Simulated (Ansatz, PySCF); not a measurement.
Breaking a bond: CH (cation, charge +1), singlet.

Levels: UCCSDT(Q) = CCSDT(Q) on UHF/cc-pVTZ, frozen core (Ansatz, a quantum-chemistry and plane-wave program); RKS-PBE = restricted PBE/cc-pVTZ (PySCF); UKS-PBE0 = unrestricted PBE0/cc-pVTZ (PySCF); RKS-B3LYP/LANL2DZ = PySCF with restricted B3LYP/LANL2DZ.

Energies are in kJ/mol, each relative to the lowest point of its own curve near equilibrium.

| R / Å | UCCSDT(Q) | RKS-PBE | UKS-PBE0 | RKS-B3LYP/LANL2DZ |
|---|---|---|---|---|
| 0.85 | 191.6 | 206.5 | 194.2 | 227.7 |
| 0.92 | 92.1 | 103.9 | 94.4 | 115.4 |
| 0.97 | 48.1 | 57.4 | 50.0 | 64.2 |
| 1.03 | 16.7 | 22.8 | 18.0 | 25.9 |
| 1.07 | 5.6 | 9.5 | 6.4 | 11.0 |
| 1.10 | 1.3 | 3.5 | 1.8 | 4.2 |
| 1.14 | 0.0 | 0.0 | 0.0 | 0.0 |
| 1.18 | [?] | 0.6 | 2.3 | 0.2 |
| 1.20 | 5.4 | 2.1 | 4.7 | 1.7 |
| 1.28 | 22.4 | 14.8 | 20.9 | 14.5 |
| 1.35 | 43.1 | 32.1 | 41.0 | 32.0 |
| 1.43 | 70.5 | 56.0 | 68.0 | 56.3 |
| 1.55 | 114.6 | 96.1 | 112.0 | 96.8 |
| 1.70 | 168.8 | 147.5 | 167.3 | 148.7 |
| 1.89 | — | 208.8 | 231.5 | 210.7 |
| 2.06 | — | 257.3 | 273.6 | 260.2 |
| 2.32 | — | 318.1 | 305.0 | 323.2 |
| 2.51 | — | 352.8 | 319.3 | 360.0 |
| 2.82 | — | 394.3 | [?] | 405.5 |
| 3.06 | — | — | [?] | [?] |
| 3.44 | — | — | 353.6 | [?] |
| 4.00 | — | — | 357.3 | 473.8 |
| 4.52 | — | — | [?] | 478.6 |

### Question
Some entries are withheld; supply them.

### Answer

- 1.18, UCCSDT(Q): 2.8
- 2.82, UKS-PBE0: 336.5
- 3.06, UKS-PBE0: 345.4
- 3.06, RKS-B3LYP/LANL2DZ: 430.4
- 3.44, RKS-B3LYP/LANL2DZ: 456.1
- 4.52, UKS-PBE0: 356.4

A dash means that the run gave no value there, or that the column was ended at a point which the program doubted or which failed a test of continuity chosen for this set; such a test can also cut sound points.

The unrestricted determinant behind UCCSDT(Q) is spin-contaminated at 0.85 to 4.52 Å (<S²> up to 1.1, against 0.00 for a pure singlet). The restricted form behind RKS-PBE, RKS-B3LYP/LANL2DZ keeps the bonding electrons paired and can't separate into open-shell fragments. The unrestricted determinant behind UKS-PBE0 is spin-contaminated at 0.85 to 4.52 Å (<S²> up to 1.0, against 0.00 for a pure singlet). At the longest distance UKS-PBE0 leaves fractional charges on the fragments, a sign of delocalisation error or of the restricted form.
